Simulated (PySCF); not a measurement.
C6H9AlGeO2, SMILES [OH][Al]([OH])[c]1cc[c]([GeH3])cc1 (GFN2-xTB optimised geometry):

```
19

Ge    -2.288     3.499    -0.007
C     -1.398     1.763     0.002
C     -0.012     1.664    -0.004
C      0.608     0.428    -0.005
C     -0.139    -0.746     0.000
C     -1.528    -0.643     0.006
C     -2.147     0.592     0.008
Al     0.753    -2.522     0.000
O      2.397    -2.522     0.000
O     -0.225    -3.843     0.000
H     -1.305     4.602     0.222
H     -3.342     3.577     1.052
H     -2.977     3.765    -1.309
H      0.583     2.570    -0.006
H      1.688     0.368    -0.009
H     -2.125    -1.546     0.011
H     -3.229     0.657     0.015
H      3.342    -2.531     0.000
H     -0.789    -4.602    -0.001
```

Calculation: PBE0/def2-SVP in PySCF 2.14.0.

What are the frontier orbital energies and the dipole moment?

HOMO-2 -7.71 eV, HOMO-1 -7.15 eV, HOMO -7.10 eV, LUMO -0.60 eV, LUMO+1 0.08 eV; dipole moment 2.27 D.

Meta-Löwdin charges at PBE0/def2-SVP: Ge1 0.35, C2 -0.17, C3 -0.11, C4 -0.09, C5 -0.27, C6 -0.09, C7 -0.10, Al8 1.05, O9 -0.74, O10 -0.74, H11 -0.07, H12 -0.07, H13 -0.07, H14 0.10, H15 0.10, H16 0.10, H17 0.10, H18 0.35, H19 0.35.
